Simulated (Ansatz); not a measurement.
Calculation: Ansatz (a program for electronic structure) with B3LYP-D3(BJ)/def2-TZVP. No frequencies were computed at this level.

Ansatz 0.2 input:
```yaml
crystal:
  periodic: [false, false, false]
  atoms:
    - { symbol: O, position_ang: [-1.228398, -0.948314, 0.01016] }
    - { symbol: Al, position_ang: [0.175292, -0.111436, -0.033238] }
    - { symbol: O, position_ang: [0.346763, 1.503618, 0.155664] }
    - { symbol: I, position_ang: [2.265116, -1.433883, -0.428218] }
    - { symbol: H, position_ang: [-2.033499, -1.441688, 0.02197] }
    - { symbol: H, position_ang: [0.474728, 2.431704, 0.273662] }
basis:
  gaussian: { orbitals: def2-tzvp }
hamiltonian:
  xc: b3lyp
  dispersion: d3bj
relax:
  max_steps: 150
```

Output:

```
Functional definition: B3LYP
1060 factors; their error is unknown
mean field evaluation 1: about -18822.0880 eV, gradient 8.8e1 eV
mean field evaluation 2: about -18785.8759 eV, gradient 1.6e2 eV
mean field evaluation 4: about -18834.1855 eV, gradient 4.9e0 eV
mean field evaluation 8: about -18834.4706 eV, gradient 6.1e-1 eV
mean field evaluation 16: about -18834.4708 eV, gradient 6.4e-5 eV
mean field -18834.47083317 eV, -692.1540366562 hartree, gradient 6.4e-5 eV, S^2 0.000000; 0 other end points of the search recorded, 0 dependent functions left out
reference -18834.47107813 eV, -692.1540456582 hartree; 28, 28 occupied and 133, 133 virtual orbitals, 1060 factors
relax step   1: F+E_penalty+E_count = -18834.68640886 eV  Δ(F+E_penalty+E_count) = +0.000e0 eV  max|allowed force component| = 6.262e-1 eV/Å  Δτ_max = 0.0000 Å  (27 SCF iters, accepted)
these checks for a lower state are left out or cut short: starts, cluster_reference, orbital_swaps, neighbouring_geometries, increment
1060 factors; their error is unknown
mean field -18834.47725681 eV, -692.1542727205 hartree, gradient 2.3e-5 eV, S^2 0.000000; 0 other end points of the search recorded, 0 dependent functions left out
reference -18834.47750143 eV, -692.1542817100 hartree; 28, 28 occupied and 133, 133 virtual orbitals, 1060 factors
relax step   2: F+E_penalty+E_count = -18834.69401306 eV  Δ(F+E_penalty+E_count) = -7.604e-3 eV  max|allowed force component| = 2.257e-1 eV/Å  Δτ_max = 0.0212 Å  (33 SCF iters, accepted)
these checks for a lower state are left out or cut short: starts, cluster_reference, orbital_swaps, neighbouring_geometries, increment
1060 factors; their error is unknown
mean field -18834.48202498 eV, -692.1544479474 hartree, gradient 2.3e-5 eV, S^2 0.000000; 0 other end points of the search recorded, 0 dependent functions left out
reference -18834.48226968 eV, -692.1544569402 hartree; 28, 28 occupied and 133, 133 virtual orbitals, 1060 factors
relax step   3: F+E_penalty+E_count = -18834.69786917 eV  Δ(F+E_penalty+E_count) = -3.856e-3 eV  max|allowed force component| = 1.023e-1 eV/Å  Δτ_max = 0.0163 Å  (34 SCF iters, accepted)
these checks for a lower state are left out or cut short: starts, cluster_reference, orbital_swaps, neighbouring_geometries, increment
1060 factors; their error is unknown
mean field evaluation 32: about -18834.2540 eV, gradient 3.0e-2 eV
mean field -18834.48828936 eV, -692.1546781594 hartree, gradient 2.5e-5 eV, S^2 0.000000; 0 other end points of the search recorded, 0 dependent functions left out
reference -18834.48853367 eV, -692.1546871377 hartree; 28, 28 occupied and 133, 133 virtual orbitals, 1060 factors
relax step   4: F+E_penalty+E_count = -18834.70401300 eV  Δ(F+E_penalty+E_count) = -6.144e-3 eV  max|allowed force component| = 4.205e-1 eV/Å  Δτ_max = 0.0364 Å  (31 SCF iters, accepted)
these checks for a lower state are left out or cut short: starts, cluster_reference, orbital_swaps, neighbouring_geometries, increment
1060 factors; their error is unknown
mean field -18834.49470575 eV, -692.1549139574 hartree, gradient 2.3e-5 eV, S^2 0.000000; 0 other end points of the search recorded, 0 dependent functions left out
reference -18834.49495000 eV, -692.1549229334 hartree; 28, 28 occupied and 133, 133 virtual orbitals, 1060 factors
relax step   5: F+E_penalty+E_count = -18834.71025053 eV  Δ(F+E_penalty+E_count) = -6.238e-3 eV  max|allowed force component| = 2.595e-1 eV/Å  Δτ_max = 0.0224 Å  (32 SCF iters, accepted)
these checks for a lower state are left out or cut short: starts, cluster_reference, orbital_swaps, neighbouring_geometries, increment
1060 factors; their error is unknown
mean field -18834.51119976 eV, -692.1555201009 hartree, gradient 2.2e-5 eV, S^2 0.000000; 0 other end points of the search recorded, 0 dependent functions left out
reference -18834.51144409 eV, -692.1555290798 hartree; 28, 28 occupied and 133, 133 virtual orbitals, 1060 factors
relax step   6: F+E_penalty+E_count = -18834.72590532 eV  Δ(F+E_penalty+E_count) = -1.565e-2 eV  max|allowed force component| = 1.945e0 eV/Å  Δτ_max = 0.1350 Å  (37 SCF iters, accepted)
these checks for a lower state are left out or cut short: starts, cluster_reference, orbital_swaps, neighbouring_geometries, increment
1060 factors; their error is unknown
mean field -18834.67628621 eV, -692.1615869161 hartree, gradient 2.2e-5 eV, S^2 0.000000; 0 other end points of the search recorded, 0 dependent functions left out
reference -18834.67652683 eV, -692.1615957589 hartree; 28, 28 occupied and 133, 133 virtual orbitals, 1060 factors
relax step   7: F+E_penalty+E_count = -18834.89169791 eV  Δ(F+E_penalty+E_count) = -1.658e-1 eV  max|allowed force component| = 4.814e-1 eV/Å  Δτ_max = 0.1999 Å  (36 SCF iters, accepted)
these checks for a lower state are left out or cut short: starts, cluster_reference, orbital_swaps, neighbouring_geometries, increment
1060 factors; their error is unknown
mean field evaluation 64: about -18834.7083 eV, gradient 3.6e-4 eV
mean field -18834.70834713 eV, -692.1627651331 hartree, gradient 9.2e-6 eV, S^2 0.000000; 0 other end points of the search recorded, 0 dependent functions left out
reference -18834.70858628 eV, -692.1627739218 hartree; 28, 28 occupied and 133, 133 virtual orbitals, 1060 factors
relax step   8: F+E_penalty+E_count = -18834.92498975 eV  Δ(F+E_penalty+E_count) = -3.329e-2 eV  max|allowed force component| = 4.657e-1 eV/Å  Δτ_max = 0.0683 Å  (32 SCF iters, accepted)
these checks for a lower state are left out or cut short: starts, cluster_reference, orbital_swaps, neighbouring_geometries, increment
1060 factors; their error is unknown
mean field -18834.71852669 eV, -692.1631392250 hartree, gradient 2.2e-5 eV, S^2 0.000000; 0 other end points of the search recorded, 0 dependent functions left out
reference -18834.71876553 eV, -692.1631480025 hartree; 28, 28 occupied and 133, 133 virtual orbitals, 1060 factors
relax step   9: F+E_penalty+E_count = -18834.93566472 eV  Δ(F+E_penalty+E_count) = -1.067e-2 eV  max|allowed force component| = 4.682e-1 eV/Å  Δτ_max = 0.0152 Å  (32 SCF iters, accepted)
these checks for a lower state are left out or cut short: starts, cluster_reference, orbital_swaps, neighbouring_geometries, increment
1060 factors; their error is unknown
mean field -18834.78297896 eV, -692.1655078022 hartree, gradient 1.3e-5 eV, S^2 0.000000; 0 other end points of the search recorded, 0 dependent functions left out
reference -18834.78321618 eV, -692.1655165200 hartree; 28, 28 occupied and 133, 133 virtual orbitals, 1060 factors
relax step  10: F+E_penalty+E_count = -18835.00328579 eV  Δ(F+E_penalty+E_count) = -6.762e-2 eV  max|allowed force component| = 1.398e-1 eV/Å  Δτ_max = 0.1169 Å  (30 SCF iters, accepted)
these checks for a lower state are left out or cut short: starts, cluster_reference, orbital_swaps, neighbouring_geometries, increment
1060 factors; their error is unknown
mean field -18834.79528774 eV, -692.1659601416 hartree, gradient 2.4e-5 eV, S^2 0.000000; 0 other end points of the search recorded, 0 dependent functions left out
reference -18834.79552411 eV, -692.1659688280 hartree; 28, 28 occupied and 133, 133 virtual orbitals, 1060 factors
relax step  11: F+E_penalty+E_count = -18835.01756287 eV  Δ(F+E_penalty+E_count) = -1.428e-2 eV  max|allowed force component| = 8.560e-2 eV/Å  Δτ_max = 0.0652 Å  (31 SCF iters, accepted)
these checks for a lower state are left out or cut short: starts, cluster_reference, orbital_swaps, neighbouring_geometries, increment
1060 factors; their error is unknown
mean field -18834.79751195 eV, -692.1660418798 hartree, gradient 2.3e-5 eV, S^2 0.000000; 0 other end points of the search recorded, 0 dependent functions left out
reference -18834.79774783 eV, -692.1660505481 hartree; 28, 28 occupied and 133, 133 virtual orbitals, 1060 factors
relax step  12: F+E_penalty+E_count = -18835.02096928 eV  Δ(F+E_penalty+E_count) = -3.406e-3 eV  max|allowed force component| = 6.411e-2 eV/Å  Δτ_max = 0.0343 Å  (32 SCF iters, accepted)
these checks for a lower state are left out or cut short: starts, cluster_reference, orbital_swaps, neighbouring_geometries, increment
1060 factors; their error is unknown
mean field evaluation 96: about -18834.5612 eV, gradient 1.5e0 eV
mean field -18834.79757590 eV, -692.1660442300 hartree, gradient 2.3e-5 eV, S^2 0.000000; 0 other end points of the search recorded, 0 dependent functions left out
reference -18834.79781156 eV, -692.1660528904 hartree; 28, 28 occupied and 133, 133 virtual orbitals, 1060 factors
relax step  13: F+E_penalty+E_count = -18835.02161992 eV  Δ(F+E_penalty+E_count) = -6.506e-4 eV  max|allowed force component| = 8.348e-3 eV/Å  Δτ_max = 0.0181 Å  (32 SCF iters, accepted)
1060 factors; their error is unknown
mean field evaluation 128: about -18834.7976 eV, gradient 9.7e-6 eV
mean field -18834.79757590 eV, -692.1660442300 hartree, gradient 2.3e-5 eV, S^2 0.000000; 1 other end points of the search recorded, 0 dependent functions left out
reference -18834.79781156 eV, -692.1660528904 hartree; 28, 28 occupied and 133, 133 virtual orbitals, 1060 factors
Total energy: -18835.02185558 eV, -692.1742863561 hartree
Atom 0 at    -1.486586    -0.761064     0.043844 Å, force     0.002814    -0.001638     0.000301 eV/Å
Atom 1 at     0.023395    -0.014933    -0.004003 Å, force    -0.008348     0.004409     0.001147 eV/Å
Atom 2 at     0.078734     1.656452     0.201330 Å, force     0.002288     0.000659    -0.000862 eV/Å
Atom 3 at     2.093403    -1.331538    -0.364456 Å, force     0.002242    -0.001631    -0.000381 eV/Å
Atom 4 at    -1.604451    -1.705843    -0.062601 Å, force    -0.001873    -0.004249    -0.000769 eV/Å
Atom 5 at     0.895506     2.156927     0.185885 Å, force     0.002876     0.002450     0.000563 eV/Å
Dipole moment:     0.177680    -0.112859    -0.030942 e Å
```

Cost: very roughly 60 core-seconds.
